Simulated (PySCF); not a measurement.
PySCF job for AgI, SMILES [Ag][I], multiplicity 1, TDA-PBE/def2-TZVPD. Coordinates come from a PBE0-D3(BJ)/def2-TZVP optimisation. The spin state was assumed, not searched. The def2 effective core potentials stand for the cores of Ag, I; spin–orbit coupling is left out.

```python
import numpy as np
from pyscf import gto, scf, dft, tdscf

mol = gto.M(
    atom='''
    Ag    0.00000000    0.00000000   -1.35952858
    I     0.00000000    0.00000000    1.20561969
    ''',
    basis='def2-TZVPD',
    ecp={'Ag': 'def2-tzvp', 'I': 'def2-tzvp'},
    charge=0,
    spin=0,
    symmetry=True,
    symmetry_subgroup='C2v',
    max_memory=1600,
    verbose=4,
)
mf = dft.RKS(mol, xc='pbe').density_fit(auxbasis='def2-universal-jkfit')
mf.grids.level = 3
mf.conv_tol = 1e-9
mf.max_cycle = 100
mf.kernel()
mf.grids = dft.Grids(mol).set(level=1).build(with_non0tab=True)  # coarser grid for the response kernel
td = tdscf.TDA(mf)
td.singlet = True
td.nstates = 10
td.conv_tol = 1e-4
td.positive_eig_threshold = 1e-6
td.kernel(x0=td.get_init_guess(mf, 15))
td.analyze()
tt = tdscf.TDA(mf)
tt.singlet = False
tt.nstates = 4
tt.conv_tol = 1e-4
tt.positive_eig_threshold = 1e-6
tt.kernel(x0=tt.get_init_guess(mf, 9))
tt.analyze(verbose=3)
```

Log of the run:

```
PySCF version 2.14.0

[INPUT] verbose = 4
[INPUT] num. atoms = 2
[INPUT] num. electrons = 44
[INPUT] charge = 0
[INPUT] spin (= nelec alpha-beta = 2S) = 0
[INPUT] symmetry True subgroup C2v
[INPUT] Mole.unit = angstrom
[INPUT] Symbol           X                Y                Z      unit          X                Y                Z       unit  Magmom
[INPUT]  1 Ag     0.000000000000   0.000000000000  -1.359528580000 AA    0.000000000000   0.000000000000  -2.569136674719 Bohr   0.0
[INPUT]  2 I      0.000000000000   0.000000000000   1.205619690000 AA    0.000000000000   0.000000000000   2.278291024483 Bohr   0.0

nuclear repulsion = 97.9901154746895
point group symmetry = Coov, use subgroup C2v
symmetry origin: [0.00000000e+00 0.00000000e+00 5.85815101e-09]
symmetry axis x: [1. 0. 0.]
symmetry axis y: [0. 1. 0.]
symmetry axis z: [0. 0. 1.]
num. orbitals of irrep A1 = 43
num. orbitals of irrep A2 = 10
num. orbitals of irrep B1 = 23
num. orbitals of irrep B2 = 23
number of shells = 33
number of NR pGTOs = 169
number of NR cGTOs = 99
basis = def2-TZVPD
ecp = {'Ag': 'def2-tzvp', 'I': 'def2-tzvp'}


[settings echo left out]
init E= -391.735102278757
HOMO (B1) = -1.35861330037881  LUMO (A1) = -1.05490371149952  gap/eV = 8.26436
cycle= 1 E= -441.335227425085  delta_E= -49.6  |g|= 4.84  |ddm|= 19.7
HOMO (B1) = 0.119832110968328  LUMO (B2) = 0.119832110968333  gap/eV = 0.00000

WARN: B1 HOMO 0.119832110968328 > system LUMO 0.119832110968333


WARN: B2 LUMO 0.119832110968333 < system HOMO 0.119832110968328

cycle= 2 E= -416.204451729891  delta_E= 25.1  |g|= 8.64  |ddm|=   64
HOMO (B1) = -0.572074540464114  LUMO (A1) = -0.558976717902786  gap/eV = 0.35641
cycle= 3 E= -438.209827353551  delta_E=  -22  |g|= 4.65  |ddm|= 63.9
HOMO (B1) = -0.626784778887193  LUMO (A1) = -0.410151670899344  gap/eV = 5.89489
cycle= 4 E= -444.403998967665  delta_E= -6.19  |g|= 1.11  |ddm|= 9.08
HOMO (B2) = -0.110411284760658  LUMO (A1) = -0.107757400706931  gap/eV = 0.07222
cycle= 5 E= -443.688907646746  delta_E= 0.715  |g|= 1.64  |ddm|= 3.71
HOMO (B2) = -0.213122782751755  LUMO (A1) = -0.114997721781683  gap/eV = 2.67012
cycle= 6 E= -444.726727291138  delta_E= -1.04  |g|= 0.291  |ddm|= 2.51
HOMO (B2) = -0.215064954544206  LUMO (A1) = -0.142845811938247  gap/eV = 1.96518
cycle= 7 E= -444.744848884992  delta_E= -0.0181  |g|= 0.0737  |ddm|= 0.363
HOMO (B1) = -0.214333473208653  LUMO (A1) = -0.146304571508614  gap/eV = 1.85116
cycle= 8 E= -444.745175833321  delta_E= -0.000327  |g|= 0.0395  |ddm|= 0.0949
HOMO (B1) = -0.214093640960841  LUMO (A1) = -0.145587689081243  gap/eV = 1.86414
cycle= 9 E= -444.745539806321  delta_E= -0.000364  |g|= 0.00861  |ddm|= 0.0383
HOMO (B2) = -0.215134772674015  LUMO (A1) = -0.144805680529173  gap/eV = 1.91375
cycle= 10 E= -444.745571800715  delta_E= -3.2e-05  |g|= 0.00529  |ddm|= 0.0261
HOMO (B2) = -0.215131394580414  LUMO (A1) = -0.145007597918341  gap/eV = 1.90817
cycle= 11 E= -444.745577526733  delta_E= -5.73e-06  |g|= 0.000778  |ddm|= 0.00712
HOMO (B2) = -0.215277355308543  LUMO (A1) = -0.145072920698742  gap/eV = 1.91036
cycle= 12 E= -444.745577714623  delta_E= -1.88e-07  |g|= 0.000119  |ddm|= 0.00121
HOMO (B1) = -0.215284324987343  LUMO (A1) = -0.145073609115397  gap/eV = 1.91053
cycle= 13 E= -444.745577719557  delta_E= -4.93e-09  |g|= 2.14e-05  |ddm|= 0.00024
HOMO (B1) = -0.215280887659914  LUMO (A1) = -0.145071960755661  gap/eV = 1.91048
cycle= 14 E= -444.745577719685  delta_E= -1.28e-10  |g|= 1.18e-06  |ddm|= 3.32e-05
HOMO (B2) = -0.215280739694808  LUMO (A1) = -0.145071818998798  gap/eV = 1.91048
Extra cycle  E= -444.745577719685  delta_E= -3.41e-13  |g|= 1.88e-06  |ddm|= 3.31e-06
converged SCF energy = -444.745577719685
tot grids = 16232
Overwritten attributes  positive_eig_threshold  of <class 'pyscf.tdscf.rks.TDA'>


******** <class 'pyscf.tdscf.rks.TDA'> for <class 'pyscf.df.df_jk.DFSymAdaptedRKS'> ********
nstates = 10 singlet
deg_eia_thresh = 1.000e-03
wfnsym = None
conv_tol = 0.0001
eigh lindep = 1e-12
eigh level_shift = 0
eigh max_cycle = 100


Excitation energies (eV)
[2.06259761 2.06259764 3.57914124 4.4905469  4.49058592 4.92183483
 4.92183485 5.08597599 5.11131058 5.1113179 ]

** Singlet excitation energies and oscillator strengths **
Excited State   1:   B2      2.06260 eV    601.11 nm  f=0.0058
      22 -> 23       -0.70649
Excited State   2:   B1      2.06260 eV    601.11 nm  f=0.0058
      21 -> 23       -0.70649
Excited State   3:   A1      3.57914 eV    346.41 nm  f=0.1320
      15 -> 23        0.13468
      20 -> 23       -0.66179
      21 -> 24        0.13641
      22 -> 25        0.13641
Excited State   4:   A2      4.49055 eV    276.10 nm  f=0.0000
      19 -> 23        0.70644
Excited State   5:   A1      4.49059 eV    276.10 nm  f=0.0000
      18 -> 23        0.70644
Excited State   6:   B2      4.92183 eV    251.91 nm  f=0.0035
      17 -> 23        0.70426
Excited State   7:   B1      4.92183 eV    251.91 nm  f=0.0035
      16 -> 23        0.70426
Excited State   8:   A2      5.08598 eV    243.78 nm  f=0.0000
      21 -> 25        0.50000
      22 -> 24       -0.50000
Excited State   9:   A1      5.11131 eV    242.57 nm  f=0.0000
      21 -> 24       -0.49956
      22 -> 25        0.49956
Excited State  10:   A2      5.11132 eV    242.57 nm  f=0.0000
      21 -> 25        0.49956
      22 -> 24        0.49956

** Transition electric dipole moments (AU) **
state          X           Y           Z        Dip. S.      Osc.
  1         0.0000     -0.3378     -0.0000      0.1141      0.0058
  2        -0.3378      0.0000     -0.0000      0.1141      0.0058
  3         0.0000      0.0000      1.2269      1.5052      0.1320
  4         0.0000     -0.0000      0.0000      0.0000      0.0000
  5        -0.0000     -0.0000     -0.0000      0.0000      0.0000
  6         0.0000     -0.1699      0.0000      0.0289      0.0035
  7        -0.1699      0.0000     -0.0000      0.0289      0.0035
  8        -0.0000      0.0000      0.0000      0.0000      0.0000
  9         0.0000      0.0000     -0.0000      0.0000      0.0000
 10         0.0000     -0.0000     -0.0000      0.0000      0.0000

WARN: ECP detected. Skipping calculation of transition velocity and magnetic dipole moments, which have not yet been implemented.



******** <class 'pyscf.tdscf.rks.TDA'> for <class 'pyscf.df.df_jk.DFSymAdaptedRKS'> ********
nstates = 4 triplet
deg_eia_thresh = 1.000e-03
wfnsym = None
conv_tol = 0.0001
eigh lindep = 1e-12
eigh level_shift = 0
eigh max_cycle = 100


Excitation energies (eV)
[1.77925868 1.77925871 2.56976067 4.19409962]

** Triplet excitation energies and oscillator strengths **
Excited State   1:   B2      1.77926 eV    696.83 nm  f=0.0000
Excited State   2:   B1      1.77926 eV    696.83 nm  f=0.0000
Excited State   3:   A1      2.56976 eV    482.47 nm  f=0.0000
Excited State   4:   A2      4.19410 eV    295.62 nm  f=0.0000
```

Self-consistency was reached.

Cost: roughly 14 core-seconds.
